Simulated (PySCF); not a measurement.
Molfile (atoms numbered from 1):
```
FH5SSi2
     RDKit          3D

  9  8  0  0  0  0  0  0  0  0999 V2000
    1.5093    1.7047    0.8872 F   0  0  0  0  0  0  0  0  0  0  0  0
    1.7338    0.1908    0.3442 Si  0  0  0  0  0  4  0  0  0  0  0  0
    0.2199   -1.1055    1.0868 S   0  0  0  0  0  0  0  0  0  0  0  0
   -1.5112   -0.1742    0.1925 Si  0  0  0  0  0  4  0  0  0  0  0  0
    1.7011    0.2698   -1.1400 H   0  0  0  0  0  0  0  0  0  0  0  0
    3.0229   -0.3267    0.8679 H   0  0  0  0  0  0  0  0  0  0  0  0
   -1.2359    0.1298   -1.2431 H   0  0  0  0  0  0  0  0  0  0  0  0
   -1.8750    1.0837    0.9035 H   0  0  0  0  0  0  0  0  0  0  0  0
   -2.6138   -1.1673    0.3147 H   0  0  0  0  0  0  0  0  0  0  0  0
  1  2  1  0
  2  3  1  0
  3  4  1  0
  2  5  1  0
  2  6  1  0
  4  7  1  0
  4  8  1  0
  4  9  1  0
M  END
```

Geometry: PBE0-D3(BJ)/def2-SVP; GIAO absolute shieldings from PySCF, gas phase, non-relativistic, averaged over equivalent atoms.

At PBE0/pcSseg-1 (114 basis functions, 6.9 s wall time on 1 thread of an Arm Neoverse V1, shared host):
```tsv
atoms	σ (ppm)
F1	356.5
Si2	342.4
Si4	399.4
S3	749.5
H5/H6	25.76
H7/H8/H9	26.52
```

Q: Estimate the result of repeating the calculation with B3LYP/pcSseg-2.

A: 
```json
{"atoms": "F1", "σ at B3LYP/pcSseg-2": "345.2", "change": "-11.3"}
{"atoms": "Si2", "σ at B3LYP/pcSseg-2": "326.2", "change": "-16.2"}
{"atoms": "Si4", "σ at B3LYP/pcSseg-2": "377.1", "change": "-22.3"}
{"atoms": "S3", "σ at B3LYP/pcSseg-2": "708.2", "change": "-41.3"}
{"atoms": "H5/H6", "σ at B3LYP/pcSseg-2": "25.84", "change": "+0.08"}
{"atoms": "H7/H8/H9", "σ at B3LYP/pcSseg-2": "26.65", "change": "+0.13"}
```

The largest change is at S3 (sulfur bonded to 2 Si). Cost: 235 basis functions, 19 s wall time on 1 thread of an Arm Neoverse V1, shared host.
